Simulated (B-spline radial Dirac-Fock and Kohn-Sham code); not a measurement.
## Auger parameter of gold: the L3 level and its strongest L3-MM line

Model: Dirac-Fock (average of configuration) total-energy differences with a finite nucleus, the Breit interaction including its frequency dependence, and self-energy and vacuum-polarisation corrections. Program: a B-spline atomic structure program. The modified Auger parameter α′ is the binding energy plus the kinetic energy of the Auger electron; it does not depend on the energy zero. For free ions it tends to fall with charge, since less charge screens the final holes.

```tsv
species	configuration	binding 2p3/2 (eV)	Auger line	kinetic (eV)	α′ (eV)
Au	[Xe] 4f14 5d10 6s1	11926.1	M4M5 J=4	7331.2	19257.3
Au⁺	[Xe] 4f14 5d10	11935.3	M4M5 J=4	7320.6	19255.9
Au⁸⁺	[Xe] 4f14 5d3	12065.1	M4M5 J=4	7183.4	19248.5
```

Values without a named source are computed, but for edge energies of neutral atoms, which are taken from tables.
